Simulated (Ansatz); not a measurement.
One change: `[CH3][GeH2][Br]` becomes `[CH3][GeH3]`.

Ansatz, PBE0-D4/def2-TZVP geometries, multiplicity 1. 

Scalar relativity is left out up to krypton. Spin–orbit coupling is left out; it splits and shifts lone-pair levels of the heavy atoms by tenths of an eV.

```
                                                                                  property  `[CH3][GeH2][Br]`
                                                         HOMO energy (PBE/def2-TZVPP) / eV              -6.78
                                          size of the dipole moment (B3LYP/def2-TZVPP) / D               2.45
                                                       HOMO–LUMO gap (PBE/def2-TZVPP) / eV               5.64
ideal-gas entropy at 298 K and 1 bar (rigid rotor, harmonic PBE0-D4/def2-TZVP) / J/(mol·K)                324
                                            size of the dipole moment (PBE/def2-TZVPP) / D               2.37
                                                     LUMO energy (ωB97M-V/def2-TZVPP) / eV               1.65
```

Question: What does the change do to each property? (Best estimate.)

Answer: Ansatz gave: 
```csv
property,`[CH3][GeH3]`,shift
HOMO energy (PBE/def2-TZVPP) / eV,-7.68,-0.90
size of the dipole moment (B3LYP/def2-TZVPP) / D,0.72,-1.73
HOMO–LUMO gap (PBE/def2-TZVPP) / eV,7.79,2.15
"ideal-gas entropy at 298 K and 1 bar (rigid rotor, harmonic PBE0-D4/def2-TZVP) / J/(mol·K)",269,-55
size of the dipole moment (PBE/def2-TZVPP) / D,0.74,-1.63
LUMO energy (ωB97M-V/def2-TZVPP) / eV,2.39,0.74
```

With PBE0 the HOMO falls by 0.88 eV and the LUMO rises by 1.12 eV, so the gap widens by about 2.00 eV. PBE moves the HOMO by -0.90 eV and ωB97M-V by -0.89 eV. Dipoles are sizes alone; their direction can turn.

B3LYP here is the variant with VWN-RPA as its local correlation; programs differ in this.
